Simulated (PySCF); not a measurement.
C4H5FO2.
Atom-mapped SMILES: `[O:1]=[CH:2][C@@H:3]([F:4])[C@H:5]1[CH2:6][O:7]1` (hydrogens: H8 on C2; H9 on C3; H10 on C5; H11, H12 on C6)

Method: PySCF 2.14.0, PBE0-D3(BJ)/def2-SVP geometry optimisation, gas phase; density fitting, grid level 1; the optimiser is geomeTRIC in internal coordinates, started from a GFN2-xTB structure with every atom displaced at random (about 0.01 Å).

Geometry at step 1:
```
atom  x, y, z in Å
O1     -0.8359    1.9780   -0.3963
C2     -1.4323    0.9796   -0.1064
C3     -0.7650   -0.2256    0.5366
F4     -1.7267   -1.2112    0.6869
C5      0.4087   -0.7507   -0.2363
C6      1.6714   -0.0211   -0.2816
O7      1.5365   -1.2001    0.4742
H8     -2.5488    0.8782   -0.2335
H9     -0.4342    0.1211    1.5333
H10     0.1049   -1.3850   -1.0902
H11     1.7660    0.9120    0.2888
H12     2.2907   -0.0812   -1.1882
```

Question: Give the atomic forces at this geometry.

Answer: 
| atom | Fx (eV/Å) | Fy (eV/Å) | Fz (eV/Å) |
| --- | --- | --- | --- |
| O1 | 0.007 | -0.031 | -0.058 |
| C2 | -0.161 | 0.078 | -0.019 |
| C3 | -0.432 | -0.145 | 0.129 |
| F4 | 0.369 | 0.299 | 0.007 |
| C5 | -0.159 | -0.218 | -0.295 |
| C6 | 0.027 | 0.168 | -0.109 |
| O7 | -0.079 | -0.022 | 0.088 |
| H8 | 0.246 | -0.056 | -0.001 |
| H9 | 0.071 | -0.183 | 0.047 |
| H10 | 0.115 | 0.161 | 0.136 |
| H11 | 0.023 | -0.024 | -0.022 |
| H12 | -0.027 | -0.028 | 0.098 |

The largest, 0.47 eV/Å, acts on F4 (C3 within 3 % of it); the rms over all components is 0.156 eV/Å. The forces sum to zero within rounding, as they must for an isolated molecule in no field.

Question: Give the force on F4 in Eh/bohr and in nN.

Answer: 0.475 eV/Å ÷ 51.422 = 0.00923 Eh/bohr, and 0.475 eV/Å × 1.602 = 0.76 nN.

Question: How far is this geometry from the end of the optimisation?

Answer: 0.018 eV above it, and 0.032 Å rms away after alignment. The bonds farthest from their final lengths, with half the difference of the two atoms' forces along the bond (positive lengthens):

| bond | now (Å) | final (Å) | force along bond (eV/Å) |
| --- | --- | --- | --- |
| C3–F4 | 1.385 | 1.372 | -0.44 |
| C2–H8 | 1.128 | 1.121 | -0.20 |
| C5–H10 | 1.106 | 1.099 | -0.31 |
| C6–O7 | 1.407 | 1.410 | +0.14 |
| C6–H12 | 1.100 | 1.097 | -0.10 |
| C3–C5 | 1.500 | 1.503 | +0.23 |

The angle farthest from its final value is C2–C3–H9, 105.3° against 108.2°.

What follows is the cost of the whole optimisation. On one thread of an Arm Neoverse V1, shared host, this took 48 s and 0.52 GiB of memory at its peak.
